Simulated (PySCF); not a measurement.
Scan of F2Sn, singlet: symmetric bend, bond length relaxed. Scanned: F-Sn-F angle. Other coordinates (Sn-F bond length) were minimised at B3LYP/def2-TZVP.

Computed with: MP2 on RHF/def2-TZVP, 6 core orbitals frozen, def2 effective core potentials past Kr (PySCF); r2SCAN/def2-TZVP, def2 effective core potentials past Kr (PySCF); CCSD(T) on RHF/def2-TZVP, 6 core orbitals frozen, def2 effective core potentials past Kr (PySCF).

Energies relative to the lowest point of each profile, in kJ/mol:

```
a / °    MP2  r2SCAN
-----  -----  ------
180    141.1   149.6
170    136.3   144.0
160    122.5   128.4
150    101.9   105.6
140     77.3    79.3
130     51.7    52.7
120     28.2    29.0
110     10.0    10.6
100      0.0     0.0
90       1.6     0.4
80      20.4    16.8
```

Task: What does CCSD(T) give at the same points?

Result: 180: 150.0; 170: 144.8; 160: 129.9; 150: 107.7; 140: 81.4; 130: 54.3; 120: 29.7; 110: 10.7; 100: 0.0; 90: 1.1; 80: 19.5 (kJ/mol).
